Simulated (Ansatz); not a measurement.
Consider the atomization: `[SiH3][SbH2]` → 5 H• + Sb• + Si•.

Program: Ansatz. Geometries: PBE0-D4/def2-TZVP. ΔE: electronic, gas phase. CCSD(T)/CBS is the MP2 limit (def2-TZVPP, def2-QZVPP) plus CCSD(T) − MP2 in def2-TZVPP, frozen cores. This one scheme is used for every species, atoms too. Functionals use def2-TZVPP. B3LYP here is the variant with VWN-RPA as its local correlation; programs differ in this. HSE06 is defined as in plane-wave codes. No spin–orbit coupling; open shells (•) take unrestricted orbitals. Spin–orbit coupling would lower the free atoms: a little for Si. Elements past krypton have def2 core potentials. For Sb outer-core shells are correlated without core-valence functions, so the limit isn't a true one: a few kJ/mol of doubt a bond, and 10 to 20 or more in all where bonds break to atoms.

(1) What is ΔE at CCSD(T)/CBS? (Best estimate.)

(2) What do these levels give: ωB97X-V, B2PLYP, revPBE, B3LYP, HSE06, CCSD/def2-TZVPP? (An estimate is asked.)

Largest T1 diagnostic among the species: 0.014.

Results:

(1) Computed: +1749.4 kJ/mol.

(2) The calculation gave: ωB97X-V 1770.3, B2PLYP 1712.2, revPBE 1659.6, B3LYP 1733.4, HSE06 1696.2, CCSD/def2-TZVPP 1678.5 kJ/mol.

In def2-TZVPP, CCSD(T) changes the Hartree–Fock value by +453.5 kJ/mol (the triples alone add +17.8 kJ/mol) and MP2 by +395.6 kJ/mol; breaking electron pairs costs correlation energy, which Hartree–Fock lacks. From r2SCAN to r2SCAN0 (25 % exact exchange), in def2-TZVPP and without D4, ΔE moves by −15.1 kJ/mol: exact exchange takes away binding that semilocal exchange gives to molecules. Leaving LDA and LC-ωPBE aside and taking each functional with its dispersion term where it has one, the values, not all of them listed here, spread over 77.7 kJ/mol, from PBE-QIDH to ωB97X-V. LDA lies +238.3 kJ/mol from PBE without D4, its usual overbinding.

For atomizations the MP2-based limit and the directly extrapolated one differ by several kJ/mol either way, and by 10 to 25 for some Ge, Se and Sn compounds, so smaller differences from it don't rank the levels.
